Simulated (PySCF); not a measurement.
**Do core-level shifts follow atomic charges?**

3-(aminomethyl)pyridine, C6H8N2.
Cartesian coordinates in Å at the PBE0-D3(BJ)/def2-SVP level; atoms count from 1:
```xyz
16
C6H8N2 angstrom
N     -2.604    0.123   -0.315
C     -1.581    0.755    0.500
C     -0.179    0.237    0.287
C      0.660    0.749   -0.707
C      1.915    0.182   -0.904
C      2.293   -0.888   -0.093
N      1.514   -1.387    0.863
C      0.319   -0.834    1.040
H     -2.616   -0.880   -0.138
H     -2.374    0.224   -1.303
H     -1.601    1.840    0.305
H     -1.856    0.630    1.560
H      0.330    1.595   -1.319
H      2.595    0.564   -1.669
H      3.275   -1.358   -0.221
H     -0.299   -1.260    1.841
```

Binding energies: PySCF 2.14.0, delta-SCF UKS SCAN, pcX-2 on the ionised atom, pcseg-1 elsewhere, spin-free X2C. Charges: PBE0/pcSseg-1 ground-state density, for the ionised atom.

| atom | environment | C 1s (eV) | Mulliken (e) | IAO (e) | Hirshfeld (e) | ESP (e) |
| --- | --- | --- | --- | --- | --- | --- |
| C3 | substituted aromatic carbon | 290.52 | -0.392 | -0.044 | -0.009 | -0.642 |
| C5 | aromatic CH carbon | 290.58 | -0.176 | -0.178 | -0.054 | -0.644 |
| C4 | aromatic CH carbon | 290.74 | +0.040 | -0.132 | -0.038 | +0.299 |
| C8 | aromatic CH next to a ring nitrogen | 291.07 | +0.212 | -0.019 | +0.010 | +0.569 |
| C6 | aromatic CH next to a ring nitrogen | 291.09 | +0.141 | -0.014 | +0.013 | +0.596 |
| C2 | sp3 carbon bound to nitrogen | 291.69 | +0.040 | -0.151 | -0.025 | +0.433 |

Give the correlation coefficient and slope of binding energy on charge for each scheme.

ESP: r = 0.72, slope 0.5 eV per e; Mulliken: r = 0.62, slope 1.2 eV per e; Hirshfeld: r = 0.27, slope 4.4 eV per e; IAO: r = -0.03, slope -0.2 eV per e. ESP charges have the highest r, on only 6 points.

The point-charge model writes a binding energy as kq + V + constant, with V the potential of the other atoms' charges at the site. What does it give with the IAO charges?

V = Σ 14.40 eV Å × q/r over all other atoms: -1.31 eV at C3, +1.26 eV at C5, +0.49 eV at C4, -1.30 eV at C8, -1.47 eV at C6, +1.00 eV at C2. Fitting binding energy − V to q gives k = 17.3 eV per e and leaves an rms residual of 0.29 eV, against 0.40 eV for the fit on q alone. The model has no term for differences in relaxation between sites.

Isolated species at its PBE0-D3(BJ)/def2-SVP geometry (one conformer only).
